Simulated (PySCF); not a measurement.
Theory: PBE0/pcSseg-1 in PySCF (dipole) on a GFN2-xTB geometry, gas phase. Rigid rotors, one computed conformer each.

Species:
1. `[H]/[N:1]=[CH:2]/[C@@H:3]([NH:4][SiH3:5])[C:6]([F:7])([F:8])[CH2:9][F:10]` with N1–C2–C3–N4 -19°, C2–C3–N4–Si5 -170°, C2–C3–C6–F7 49°, C3–C6–C9–F10 178°
2. `[CH3:1][CH2:2][c:3]1[cH:4][n:5][n:6][n:7][c:8]1[CH:9]1[CH2:10][CH2:11]1` with C1–C2–C3–C4 99°, N7–C8–C9–C10 31°
3. `[CH:1]#[C:2][P@H:3](=[S:4])[CH2:5][CH2:6][C:7]([F:8])([F:9])[F:10]` with C2–P3–C5–C6 167°, P3–C5–C6–C7 72°

Rotational constants (MHz) and dipole components (D):

| set | A | B | C | μa | μb | μc |
| --- | --- | --- | --- | --- | --- | --- |
| P | 1405 | 1109 | 685.8 | 0.57 | 5.69 | 0.95 |
| Q | 1243 | 930.1 | 697.4 | 1.04 | 3.04 | 0.18 |
| R | 1811 | 575.5 | 494.3 | 1.06 | 3.97 | 1.42 |

**Question.** Match each set to its species.

**Answer.** P = 2, Q = 1, R = 3.

- 1 (set Q): mass 170.0 u, 10 heavy atoms, longest extent 6.2 Å, C1, asymmetric top, Ia, Ib, Ic = 406.6, 543.3, 724.7 u·Å².
- 2 (set P): mass 149.1 u, 11 heavy atoms, longest extent 6.6 Å, C1, asymmetric top, Ia, Ib, Ic = 359.8, 455.7, 737.0 u·Å².
- 3 (set R): mass 186.0 u, 10 heavy atoms, longest extent 8.3 Å, C1, asymmetric top, Ia, Ib, Ic = 279.1, 878.2, 1022.4 u·Å².

Each constant is 505379 MHz·u·Å² over a principal moment. Point groups hold within 0.08 Å; constants that symmetry makes equal can differ a little in the computed geometry, and forbidden dipole components can keep a residue. No structure here is proved a minimum.
